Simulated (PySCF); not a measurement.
## C₆ coefficients of unlike pairs at PBE0

Calculated with PySCF 2.14 from the dipole response of each species, C₆(A,B) = (3/π) ∫ α_A(iu) α_B(iu) du, in atomic units, from isotropic polarisabilities. For ions this is the dispersion term alone; charge-induced terms of lower order in 1/R come first.

```csv
species,configuration,basis,relativity,α (bohr³),C₆ (like pair)
Al³⁺,[Ne] (1S),"x2c-TZVPPall with one added diffuse shell each of s, p, d type (6s6p4d1f)",spin-free X2C,0.2599,0.2301
P²⁺,[Ne] 3s2 3p1 (2P),"x2c-TZVPPall with one added diffuse shell each of s, p, d type (6s6p4d1f)",spin-free X2C,9.211,33.28
Cr,[Ar] 3d5 4s1 (7S),"x2c-TZVPPall with one added diffuse shell each of s, p, d, f type (7s6p5d3f1g)",spin-free X2C,74.40,624.9
Nb⁺,[Kr] 4d4 (5D),aug-cc-pwCVDZ-PP with ECP28MDF (6s6p5d3f),core potential,27.45,178.6
```

(1) Estimate C₆ for Cr with Al³⁺.

No spin-orbit coupling is included.

The other pairs:

```json
{"pair": "Cr, P²⁺", "C₆": "126.6"}
{"pair": "Nb⁺, P²⁺", "C₆": "76.11"}
{"pair": "Nb⁺, Al³⁺", "C₆": "4.022"}
{"pair": "P²⁺, Al³⁺", "C₆": "1.765"}
{"pair": "Nb⁺, Cr", "C₆": "312.7"}
```

Results:

(1) The integral gives 5.317. The combination rule 2 C_A C_B / (C_A α_B/α_A + C_B α_A/α_B) gives 4.225 and the geometric mean 11.99.
